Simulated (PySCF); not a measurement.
A TDDFT job was run through a driver script with this input:

```
{"job": {"kind": "uv", "xc": "wB97X-D", "basis": "def2-SVPD", "ip": true, "nstates": 10}, "charge": 0, "multiplicity": 1}
Tc     0.176624     0.382850     0.145538
O     -0.146440     0.008942     1.733404
O      1.805478     0.631683    -0.061742
O     -0.649123     1.758212    -0.288222
O     -0.349553    -1.012223    -0.940154
H     -0.836986    -1.769465    -0.588824
```

Output:

```
coarse grid: 31368 points
cycle   1  E = -381.4883682080  dE = -8.306e+00  |g| = 1.787e+00  |ddm| = 3.931e+00
cycle   2  E = -378.7782074676  dE =  2.710e+00  |g| = 4.201e+00  |ddm| = 4.475e+00
cycle   3  E = -382.0207358796  dE = -3.243e+00  |g| = 4.518e-01  |ddm| = 3.641e+00
cycle   4  E = -382.0519431823  dE = -3.121e-02  |g| = 2.032e-01  |ddm| = 4.960e-01
cycle   5  E = -382.0580665937  dE = -6.123e-03  |g| = 8.711e-02  |ddm| = 1.903e-01
cycle   6  E = -382.0591819990  dE = -1.115e-03  |g| = 4.469e-02  |ddm| = 8.671e-02
cycle   7  E = -382.0595613367  dE = -3.793e-04  |g| = 3.798e-03  |ddm| = 3.200e-02
cycle   8  E = -382.0595668669  dE = -5.530e-06  |g| = 1.140e-03  |ddm| = 6.152e-03
final grid: 64432 points
cycle   9  E = -382.0523061106  dE = -7.434e-06  |g| = 1.484e-03  |ddm| = 1.080e-02
cycle  10  E = -382.0523050591  dE =  1.051e-06  |g| = 3.067e-03  |ddm| = 3.688e-03
cycle  11  E = -382.0523067138  dE = -1.655e-06  |g| = 3.706e-04  |ddm| = 2.333e-03
cycle  12  E = -382.0523067637  dE = -4.998e-08  |g| = 1.544e-04  |ddm| = 5.647e-04
cycle  13  E = -382.0523067756  dE = -1.183e-08  |g| = 1.088e-04  |ddm| = 3.037e-04
cycle  14  E = -382.0523067790  dE = -3.386e-09  |g| = 4.620e-05  |ddm| = 1.356e-04
cycle  15  E = -382.0523067796  dE = -6.438e-10  |g| = 3.408e-05  |ddm| = 7.378e-05
cycle  16  E = -382.0523067799  dE = -3.116e-10  |g| = 4.837e-06  |ddm| = 3.885e-05
converged SCF energy = -382.0523067799

Static polarisability (au): isotropic 49.592, principal 47.548 49.640 51.588

Singlet excitations
state   eV       nm        f      main configurations
  1   4.1139    301.4   0.00075   H->L 0.48, H-1->L 0.38
  2   4.2260    293.4   0.00006   H->L+1 0.71, H-2->L 0.20
  3   4.5458    272.7   0.00141   H-1->L 0.47, H->L 0.24, H-2->L+1 0.23
  4   4.6050    269.2   0.00670   H-2->L 0.59, H-1->L+1 0.22, H->L+1 0.11
  5   4.8558    255.3   0.00188   H-3->L 0.46, H-1->L+1 0.35
  6   4.9232    251.8   0.00386   H-3->L+1 0.40, H-2->L+1 0.39, H->L 0.14
  7   5.3175    233.2   0.00008   H-4->L 0.93
  8   5.5277    224.3   0.01149   H-3->L+1 0.48, H-2->L+1 0.15, H-1->L+2 0.08
  9   5.6580    219.1   0.02180   H-3->L 0.38, H-1->L+1 0.19, H-2->L+2 0.16
 10   5.7296    216.4   0.00372   H-4->L+1 0.51, H-5->L 0.41

Triplet excitations (Tamm-Dancoff, eV): 3.6734 3.8495 3.9131 3.9587
Vertical ionisation energy (delta-SCF) = 12.1250 eV
Vertical electron affinity (delta-SCF) = 1.7333 eV
```

Computed with PySCF, TDDFT wB97X-D/def2-SVPD, vertical, gas phase, core orbitals frozen in the response, def2 core potentials past Kr. Geometry: PBE0-D3(BJ)/def2-SVP; no solvent, vibrations or thermal averaging. Atoms past krypton carry effective core potentials; spin–orbit coupling is left out.

**Question.** What is the total energy of state 4 at this geometry?

**Answer.** -382.05231 + 0.16923 = -381.88308 hartree.

**Question.** How much of the mean polarisability do the listed states account for?

**Answer.** The sum over states Σ f/ΔE² (ΔE in hartree) gives 1.37 au, 3% of the total; the rest comes from higher roots of the same response equations.

**Question.** What is the polarisability anisotropy, √(½[(α1 − α2)² + (α2 − α3)² + (α3 − α1)²])?

**Answer.** 3.50 au.

**Question.** Which orbital energies lie behind H and L?

**Answer.** HOMO -11.89 eV and LUMO -2.09 eV, a gap of 9.80 eV; state 1 differs from that by -5.68 eV.

**Question.** Give the energy of state 4 in hartree, cm⁻¹ and kJ/mol.

**Answer.** 0.16923 hartree, 37142 cm⁻¹, 444.3 kJ/mol.

**Question.** Which species is it?

**Answer.** TcO3(OH), `[O]=[Tc](=[O])(=[O])[OH]` (HO4Tc).

The SCF starts on a coarse grid; the energy jumps when the final grid takes over, and dE counts afresh there. H and L stand for HOMO and LUMO.

Hardware: Arm Neoverse V2, one thread, shared host. Cost: 82 s of wall time.

wB97X-D is run here without its empirical dispersion term; that term would change no orbital, density or response property at a fixed geometry.
